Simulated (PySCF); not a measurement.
C₂H₉FSi₂.

```xyz
14

C     -3.0742    -0.1477     0.1311
C     -1.6240    -0.5660    -0.0927
Si    -0.3902     0.8664    -0.0985
Si     1.7891     0.0392    -0.3328
F      2.0125    -1.0910     0.8297
H     -3.4238     0.5398    -0.6553
H     -3.2014     0.3679     1.0959
H     -3.7497    -1.0177     0.1316
H     -1.2934    -1.2732     0.6877
H     -1.5160    -1.1050    -1.0499
H     -0.4854     1.6438     1.1787
H     -0.6661     1.8114    -1.2299
H      2.8404     1.0866    -0.1645
H      1.9875    -0.6307    -1.6544
```

The structure is a stationary point at PBE0-D3(BJ)/def2-SVP. The structure was generated by enumeration, and PubChem lists no compound with its InChIKey, so it may never have been made. The values are those of a single conformer.

Computed with PBE/pcSseg-1 run with PySCF. Non-relativistic, no solvent.

Q: Give the absolute GIAO shielding of each atom: isotropic value and principal components (ppm). (An estimate is asked for; the answer gives what the named calculation found.)

A: 
```csv
atom,σ(iso),σ11,σ22,σ33,span
C1,165.7,155.9,158.1,183.0,27.1
C2,176.2,165.6,176.4,186.6,21.0
Si3,402.8,373.6,374.0,460.8,87.1
Si4,321.6,224.9,298.5,441.3,216.4
F5,426.1,374.4,424.8,479.1,104.6
H6,30.1,26.0,28.4,35.9,9.9
H7,30.1,25.9,28.5,36.0,10.0
H8,29.6,24.5,27.2,37.1,12.6
H9,30.1,24.7,29.8,35.9,11.1
H10,30.4,25.2,29.5,36.4,11.2
H11,27.3,24.2,25.7,32.0,7.7
H12,27.6,24.7,25.9,32.1,7.4
H13,25.3,22.0,24.4,29.6,7.6
H14,25.4,22.1,24.5,29.5,7.3
```
